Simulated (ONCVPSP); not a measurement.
# Which change was made? (Hg, ONCV)

```
Element                 : Hg (Z = 80)
Generator               : ONCVPSP 4.0.1
Type                    : optimised norm-conserving Vanderbilt (ONCV)
Functional              : revPBE
Relativity              : fully relativistic
Frozen core             : [Kr] 4d10 4f14
Valence charge          : 20
Reference configuration : 5s2 5p6 5d10 6s2
Partial waves           : 5s+6s: rc 1.75 bohr, ncon 5, nbas 9, qcut 6.1 1/bohr, 2 projectors; 5p: rc 1.05 bohr, ncon 4, nbas 7, qcut 6.8 1/bohr, 2 projectors, debl 1.3 Ha; 5d: rc 1.90 bohr, ncon 3, nbas 7, qcut 8 1/bohr, 2 projectors, debl 1.9 Ha
Local potential         : polynomial inside 0.95 bohr (lpopt 5, dvloc0 2 Ha)
Core correction         : none
```

Open shells are filled in proportion to 2j + 1.

In the p channel the program set the typed energies aside and used -2.262, 0.250 Ha (j = l + 1/2; the other j can differ).

Cutoffs, loose and tight: the cutoffs (Ha) at which the residual kinetic energy of the hardest occupied pseudo-wave falls to 1 and 0.1 mHa per electron. They do not see the model core or the augmentation charge, which bear on the density cutoff. Test errors are all-electron minus pseudo excitation energies from the reference, over the configurations 5s2 5p6 5d10 6s1; 5s2 5p6 5d10 6s0; 5s2 5p6 5d9 6s0; 5s2 5p5 5d10 6s2; variants that change the core or the reference have their own tests.

The base gives: outcome: generated, projector energies reset by the program; cutoff, loose: 125 Ha; cutoff, tight: 146 Ha; bound ghosts: none; GHOST(+) flags above zero: s; largest test error (meV): -10.

Question: After one change the result is: outcome: generated, projector energies reset by the program; cutoff, loose: 125 Ha; cutoff, tight: 146 Ha; bound ghosts: none; GHOST(+) flags above zero: s, d5/2, d3/2; largest test error (meV): -20. Which change was it?
A. scalar-relativistic
B. d: rc 2.08
C. p: nproj 1

Answer: B. The others give: p: nproj 1 → outcome: generated; cutoff, loose: 125 Ha; cutoff, tight: 146 Ha; bound ghosts: none; GHOST(+) flags above zero: s; largest test error (meV): -8.8 | scalar-relativistic → outcome: generated, projector energies reset by the program; cutoff, loose: 122 Ha; cutoff, tight: 141 Ha; bound ghosts: none; GHOST(+) flags above zero: s; largest test error (meV): -96.
